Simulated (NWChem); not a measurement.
Molecule: CH3AlFI; SMILES [CH3][Al]([F])[I]

Program: NWChem. Geometry: optimised at PBE0/def2-SVP. Not confirmed as a minimum by frequencies. def2 effective core potentials on I; no spin-orbit coupling. Ions are spin-unrestricted doublets at the neutral geometry; other ion states weren't tried.

For level CAM-B3LYP/def2-SVP:

- vertical ionisation energy, ΔSCF (eV): 10.16
- −ε(HOMO) (eV): 8.98

How do the values read with level PBE/def2-SVP instead?


* **vertical ionisation energy, ΔSCF (eV)**: 9.81
* **−ε(HOMO) (eV)**: 6.60
